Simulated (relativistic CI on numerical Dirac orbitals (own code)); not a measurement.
Forbidden lines of Ce21+

Method of calculation: Dirac-Coulomb-Breit CI, orbitals from a KLI potential per configuration, model QED, unscaled Slater integrals (own radial code, finite nucleus).

CI space (outside the closed core [Ar] 3d10): 4s2 4p6 4d, 4s2 4p5 4d2, 4s2 4p6 4f, 4s 4p6 4d2, 4s2 4p5 4d 4f, 4s 4p6 4d 4f, 4s2 4p6 5s, 4s2 4p6 5p, 4s2 4p6 5d, 4s2 4p5 4d 5s, 4p6 4d3, 4p5 4d4, 4p5 4d3 4f. Double excitations out of closed p, d and f shells are left out; levels of such configurations are missing from the list, as are those of other unlisted configurations, and high levels can miss mixing partners. These lack a partner that the ground configuration has and come out too high: 4s2 4p5 4d 5s.

```
λ vac (Å)                      Lower                        Upper  Type   A (s⁻¹)  log gf
   64.117    4s2 4p5 4d2 4D°_5/2 [5]  4s2 4p5 4d 5s 4F°_9/2 [191]    E2  2.66e+06   -4.79
   64.714    4s2 4p5 4d2 4G°_7/2 [6]  4s2 4p5 4d 5s 4F°_9/2 [191]    E2  3.65e+06   -4.64
   64.838    4s2 4p5 4d2 2F°_5/2 [7]  4s2 4p5 4d 5s 4F°_9/2 [191]    E2  4.93e+06   -4.51
   65.211    4s2 4p5 4d2 4D°_7/2 [8]  4s2 4p5 4d 5s 4F°_9/2 [191]    E2  1.09e+07   -4.16
   65.345    4s2 4p5 4d2 4G°_9/2 [9]  4s2 4p5 4d 5s 4F°_9/2 [191]    E2  1.47e+07   -4.03
   65.853  4s2 4p5 4d2 4G°_11/2 [10]  4s2 4p5 4d 5s 4F°_9/2 [191]    E2  3.43e+07   -3.65
   65.909   4s2 4p5 4d2 4P°_5/2 [12]  4s2 4p5 4d 5s 4F°_9/2 [191]    E2  5.06e+06   -4.48
   67.632   4s2 4p5 4d2 4F°_9/2 [18]  4s2 4p5 4d 5s 4F°_9/2 [191]    E2  3.70e+06   -4.60
   67.721  4s2 4p5 4d2 2H°_11/2 [19]  4s2 4p5 4d 5s 4F°_9/2 [191]    E2  5.37e+06   -4.43
   68.076   4s2 4p5 4d2 4D°_7/2 [22]  4s2 4p5 4d 5s 4F°_9/2 [191]    E2  2.99e+06   -4.68
   390.34  4s2 4p5 4d2 4G°_11/2 [10]     4s2 4p5 4d2 2G°_9/2 [41]    M1  8.11e+03   -5.73
   443.10    4s2 4p5 4d2 4D°_7/2 [8]     4s2 4p5 4d2 2G°_9/2 [37]    M1  3.69e+03   -5.96
   462.44   4s2 4p5 4d2 4F°_9/2 [18]     4s2 4p5 4d2 2G°_9/2 [41]    M1  8.17e+03   -5.58
   466.62  4s2 4p5 4d2 2H°_11/2 [19]     4s2 4p5 4d2 2G°_9/2 [41]    M1  7.30e+04   -4.62
   474.53  4s2 4p5 4d2 4G°_11/2 [10]     4s2 4p5 4d2 2G°_9/2 [37]    M1  7.14e+04   -4.62
   520.73   4s2 4p5 4d2 2G°_7/2 [14]     4s2 4p5 4d2 2G°_9/2 [37]    M1  3.68e+03   -5.83
   547.33   4s2 4p5 4d2 2G°_9/2 [25]     4s2 4p5 4d2 2G°_9/2 [41]    M1  2.79e+04   -4.90
   585.50   4s2 4p5 4d2 4F°_9/2 [18]     4s2 4p5 4d2 2G°_9/2 [37]    M1  2.13e+04   -4.96
   592.22  4s2 4p5 4d2 2H°_11/2 [19]     4s2 4p5 4d2 2G°_9/2 [37]    M1  4.32e+03   -5.64
   695.34   4s2 4p5 4d2 2F°_7/2 [27]     4s2 4p5 4d2 2G°_9/2 [41]    M1  5.81e+03   -5.38
```

Terms are leading LS components. Brackets give the number of a level in order of energy, since labels repeat. The list gives strong lines, with weight on those to low levels, among the lowest 200 of 1624 levels, so that lines to higher ones, which can be the strongest, are missing. Levels whose partners in the same complex of configurations lie outside the list can be far off, and so can their lines. Rates are taken at the computed energies, electric ones in the length gauge.

At this charge energies of transitions that change n are usually good to better than 1 %, and those within a shell (Δn = 0) to a few per cent.

LS names give the leading component of a level, which can be under half, so a name can repeat, a term be missing and a line seem to break the LS rules.
